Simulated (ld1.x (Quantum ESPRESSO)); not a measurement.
**carbon: one change to an RRKJ potential, before and after**

```json
{"Element": "carbon (C)", "Generator": "ld1.x (Quantum ESPRESSO) 7.5", "Type": "norm-conserving RRKJ (Kleinman–Bylander form)", "Functional": "PBEsol", "Relativity": "scalar-relativistic", "Frozen core": "[He]", "Valence charge": "4", "Reference configuration": "2s2 2p2", "Partial waves": "2s (bound): rc 1.25 bohr; 2p (bound): rc 2.90 bohr", "Local potential": "all-electron potential smoothed inside 1.00 bohr (lloc = -1)", "Core correction": "none", "rho0": "0.01"}
```

All-electron outer shells of the reference configuration (PBEsol, scalar-relativistic, ld1.x):

```tsv
shell	level (eV)	outermost node (bohr)	outermost maximum (bohr)
1s	-272.04	–	0.18
2s	-13.65	0.38	1.22
2p	-5.23	–	1.20
```

Change: type TM; local potential the s channel; rho0 0.

Cutoffs: the cutoffs (Ry, on a coarse ladder) from which the occupation-weighted sum of valence levels, in a spherical-Bessel basis at the reference potential, stays within 10 and 1 mRy of its value at 400 Ry; they do not see the model core or the augmentation charge, which bear on the density cutoff. Errors are all-electron minus pseudo energies relative to the spin-unpolarised reference configuration.

Task: How do hardness, ghosts and transferability respond?

Result: The potential gets neither clearly harder nor softer (45 Ry and 60 Ry → 35 Ry and 80 Ry); of the 7 tests that both files solve, the error grows in 0 and shrinks in 7 by more than 15 % and 0.3 meV (median size 158.4 → 112.4 meV); neither file shows a bound ghost. Several settings change at once here, so the effects cannot be laid on one of them.

```tsv
quantity	base	changed
cutoff, loose	45 Ry	35 Ry
cutoff, tight	60 Ry	80 Ry
loose cutoff by channel (10 mRy a level)	s 40 Ry, p 12 Ry	p 15 Ry, s 30 Ry
bound ghosts	none	none
error for 2s2 2p1, meV [ΔE 10.79 eV]	+158	+113
error for 2s2 2p0, meV [ΔE 34.81 eV]	+1263	+947
error for 2s1 2p0, meV [ΔE 82.77 eV]	+2442	+1836
error for 2s1 2p3, meV [ΔE 8.43 eV]	-42	-22
error for 2s1 2p2, meV [ΔE 19.50 eV]	-147	-112
error for 2s0 2p4, meV [ΔE 16.87 eV]	-163	-84
error for 2s2 2p2.3, meV [ΔE -1.14 eV]	+2.7	+1.8
s: phases at 3.17 bohr within 0.05 rad from the reference energy up to (Ry; the scan ends near 5)	4.8	4.6
p: phases at 3.17 bohr within 0.05 rad from the reference energy up to (Ry; the scan ends near 5)	0.6	0.7
```
